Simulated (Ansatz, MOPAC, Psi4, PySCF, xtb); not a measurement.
Lewis adduct: BH3 (SMILES B) (first 4 atoms) with CHN (SMILES C#N); geometry from B3LYP-D3(BJ)/def2-TZVP, rigid monomers moved along the line of their centres of mass till B1···N6 is 1.77 Å.
(charge 0, multiplicity 1):
```
atom    x (Å)    y (Å)   z (Å)
----  -------  -------  ------
B     -0.0969   0.0482  0.7696
H      0.6659   0.9271  0.4507
H      0.2039  -1.0311  0.3220
H     -1.2557   0.3333  0.5912
C      0.1943  -0.2104  3.6580
N      0.0803  -0.1092  2.5274
H      0.3007  -0.3049  4.7140
```

```tsv
level	interaction energy (kcal/mol)	minus CCSD(T)/CBS(aug-cc-pVDZ, aug-cc-pVTZ)	cost
AM1	-25.89	2.68	-
PM3	-64.18	-35.60	-
PM6	-41.37	-12.80	-
PM7	-35.01	-6.43	-
GFN1-xTB	-27.96	0.61	-
GFN2-xTB	-21.19	7.39	-
HF/STO-3G (no counterpoise)	-35.57	-7.00	-
HF/3-21G (no counterpoise)	-27.34	1.24	-
HF/6-31G*	-19.05	9.53	-
HF/6-31G* (no counterpoise)	-19.98	8.60	-
HF/aug-cc-pVDZ	-17.71	10.86	-
HF/aug-cc-pVTZ	-19.05	9.52	-
PBE/def2-TZVPPD	-33.86	-5.28	×1
PBE-D3(BJ)/def2-TZVPPD	-34.80	-6.23	×1
PBE-D4/def2-TZVPPD	-34.83	-6.25	×1
BP86/6-31G* (no counterpoise)	-33.58	-5.01	-
r2SCAN/def2-TZVPPD	-32.76	-4.19	×2
r2SCAN-D4/def2-TZVPPD	-33.01	-4.44	×2
B3LYP/3-21G (no counterpoise)	-36.85	-8.28	-
B3LYP/6-31G* (no counterpoise)	-29.97	-1.40	-
B3LYP/6-311+G** (no counterpoise)	-27.60	0.97	-
B3LYP/def2-TZVPPD	-28.26	0.32	×1
B3LYP-D3(BJ)/def2-TZVPPD	-29.86	-1.29	×1
B3LYP-D4/def2-TZVPPD	-29.80	-1.23	×1
PBE0/def2-TZVPPD	-31.95	-3.38	×1
M06-2X/6-31G* (no counterpoise)	-30.88	-2.31	-
wB97X-V/def2-TZVPPD	-29.23	-0.66	×3
wB97M-V/def2-TZVPPD	-29.37	-0.80	×3
MP2/6-31G*	-26.30	2.28	-
MP2/6-31G* (no counterpoise)	-29.51	-0.94	-
MP2/aug-cc-pVDZ	-27.17	1.40	-
MP2/aug-cc-pVTZ	-29.55	-0.98	-
MP2/CBS(aug-cc-pVDZ, aug-cc-pVTZ)	-29.99	-1.42	-
SCS-MP2/aug-cc-pVDZ	-24.76	3.82	-
SCS-MP2/aug-cc-pVTZ	-26.95	1.63	-
CCSD/aug-cc-pVDZ	-24.40	4.17	-
CCSD(T)/aug-cc-pVDZ	-25.47	3.10	×4
CCSD(T)/aug-cc-pVTZ	-28.05	0.52	×300*
CCSD(T)/CBS(aug-cc-pVDZ, aug-cc-pVTZ)	-28.57	0.00	×300*
SAPT0/jun-cc-pV(D+d)Z	-27.56	1.01	-
```

 The comparison column counts from a level with limits of its own.

The rows run from -64.18 (PM3) to -17.71 kcal/mol (HF/aug-cc-pVDZ). In aug-cc-pVTZ the value moves HF -19.05, MP2 -29.55, CCSD(T) -28.05, a shift of -9.00 from HF to CCSD(T). From aug-cc-pVDZ to aug-cc-pVTZ CCSD(T) changes by -2.58. The dispersion term adds -0.95 in PBE-D3(BJ), -0.97 in PBE-D4, -0.25 in r2SCAN-D4. The 6 functionals in def2-TZVPPD without D3 or D4 span 5.60, from PBE to B3LYP.

Counterpoise-corrected where a basis set is named; no monomer relaxation. Rows marked so take none.

Frozen-core correlation. CBS: X⁻³ extrapolation of the correlation energy, Hartree–Fock from the larger set. Rows in 3-21G, 6-311+G**, 6-31G*, STO-3G carry no dispersion term and start afresh at each structure (6-31G* with six Cartesian d functions). MP2/6-31G* freezes PySCF's default core. The state that AM1, PM3, PM6, PM7 reach isn't checked; PM7 holds dispersion and hydrogen-bond terms.

Programs: Ansatz (Gaussian basis) for Hartree–Fock, density functionals and correlated methods; MOPAC for AM1, PM3, PM6, PM7 (differences of heats of formation); Psi4 for SAPT; PySCF for 3-21G rows, 6-311+G** rows, 6-31G* rows, STO-3G rows, the dispersion terms; xtb for the GFN methods. 

Costs are rough ratios of core time to PBE/def2-TZVPPD (about 4 s over the structures, on one shared machine); a dash marks a level with no comparable run of its own. A star marks coupled-cluster runs past 200 virtual orbitals, where the program's memory plan changes under this machine's limit, so their costs aren't comparable with smaller runs.

Ansatz is a quantum-chemistry and plane-wave program.
